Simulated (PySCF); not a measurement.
Computed structure and properties of [Lu(H2O)3]3+

System: [Lu(H2O)3]3+ (singlet in the valence; each metal's 4f electrons, 14 of them, lie in its core potential, out of spins and levels); start: displaced along the imaginary mode (D3). Method: PySCF 2.14.0, RKS PBE0, Lu lcecp-1-SVP with ECP60, O def2-SVP, H def2-SVP; non-relativistic Hamiltonian with scalar-relativistic core potentials where named; density fitting; no spin-orbit coupling.

Input of the relaxation:

```python
mol = gto.M(atom='''
Lu    -0.00000     0.00000    -0.00000
O      2.19800    -0.00001     0.00000
H      2.81594    -0.25002     0.77252
H      2.81594     0.24998    -0.77252
O     -1.09899     1.90353    -0.00000
H     -1.19145     2.56368     0.77252
H     -1.62446     2.31368    -0.77252
O     -1.09901    -1.90352    -0.00000
H     -1.62449    -2.31366     0.77252
H     -1.19148    -2.56367    -0.77252''',
    basis={'Lu': 'lcecp-1-SVP', 'O': 'def2-SVP', 'H': 'def2-SVP'},
    ecp={'Lu': 'lcecp-1-SVP'},
    charge=3, spin=0)
mf = dft.RKS(mol, xc='PBE0')
mf.grids.atom_grid = (50, 194)  # f atoms: unpruned, at least (60, 302)
mf = mf.density_fit()  # fitting sets: Lu AutoAux, O def2-universal-JKFIT, H def2-universal-JKFIT
mf.conv_tol = 1e-08; mf.max_cycle = 55
mf.kernel(dm0)  # dm0: converged density of the start geometry
# quasi-Newton relaxation in Cartesian coordinates to a largest gradient under 0.00045 Eh/bohr, steps kept in the point group
```

Run from Python with OMP_NUM_THREADS=2; the lines above give its settings. Where DIIS fails, smearing, a level shift and second-order steps follow.
It took 2.4 min on 2 threads of Intel(R) Xeon(R) CPU @ 2.80GHz (Skylake/Cascade Lake), with other jobs on the host, from the converged density of the start.

Course of the relaxation:

| step | energy above end (eV) | largest force component within the symmetry (eV/Å) |
| --- | --- | --- |
| 0 | 0.2499 | 1.155 |
| 1 | 0.1016 | 0.137 |
| 2 | 0.0939 | 0.049 |
| 3 | 0.0876 | 0.186 |
| 4 | 0.0830 | 0.306 |
| 5 | 0.0744 | 0.303 |
| 6 | 0.0528 | 0.088 |
| 7 | 0.0517 | 0.513 |
| 17 | 0.0014 | 0.112 |
| 18 | 0.0007 | 0.016 |
| 19 | 0.0005 | 0.020 |
| 20 | 0.0002 | 0.047 |
| 21 | 0.0001 | 0.015 |
| 22 | 0.0000 | 0.004 |
(The steps between are left out.)

Relaxed geometry (D3):

```xyz
10

Lu    0.0000    0.0000    0.0000
O     2.1871    0.0000    0.0000
H     2.8040   -0.7227    0.2766
H     2.8040    0.7227   -0.2766
O    -1.0936    1.8941    0.0000
H    -0.7761    2.7897    0.2766
H    -2.0278    2.0670   -0.2766
O    -1.0936   -1.8941    0.0000
H    -2.0279   -2.0670    0.2766
H    -0.7762   -2.7897   -0.2766
```

```json
{"contact": "Lu1–O2 (H2O)", "Å": "2.187"}
{"contact": "Lu1–O5 (H2O)", "Å": "2.187"}
{"contact": "Lu1–O8 (H2O)", "Å": "2.187"}
```

On the finer grid (75, 302):

The HOMO is -25.68 eV and the LUMO is -17.36 eV. The dipole about the centre of mass is 0.00 D and the set of Mulliken populations of Lu1 outside the core potential is s 2.17, p 6.19, d 0.70, f 0.05. The D3(BJ) dispersion energy (not in the energies) is -0.121 eV.

```
atom  Mulliken (e)  Löwdin (e)  spin (e)
 Lu1          1.90        1.55      0.00
  O2         -0.32        0.05      0.00
  H3          0.34        0.22      0.00
  H4          0.34        0.22      0.00
  O5         -0.32        0.05      0.00
  H6          0.34        0.22      0.00
  H7          0.34        0.22      0.00
  O8         -0.32        0.05      0.00
  H9          0.34        0.22      0.00
 H10          0.34        0.22      0.00
```

The 4f levels lie in the core potential and are missing.

On the grid (50, 194), as all that follows. Harmonic modes: a minimum within the noise of the softest modes; lowest -21 cm⁻¹ (negative: unstable), highest 3583 cm⁻¹, zero-point energy 1.998 eV.

Taking off one H2O (charge 0, singlet; the rest: singlet) in vacuum, both parts rigid, costs 4.10 eV; the small basis without counterpoise inflates it. Parting with an electron moved from the ligand to the metal can be far cheaper, even downhill.

Rigid scan of H2O along the line from its metal:

distance to O2 (Å), energy (eV) and a bar:
```
     1.89      0.816 ##############################
     1.99      0.308 ###########
     2.09      0.066 ##
     2.19      0.000 
     2.29      0.048 ##
     2.39      0.169 ######
     2.59      0.520 ###################
```

One start shape was tried, so this needn't be the lowest isomer.

An lcecp potential fixes the number of 4f electrons, so in runs with it no electron can move into or out of that shell.
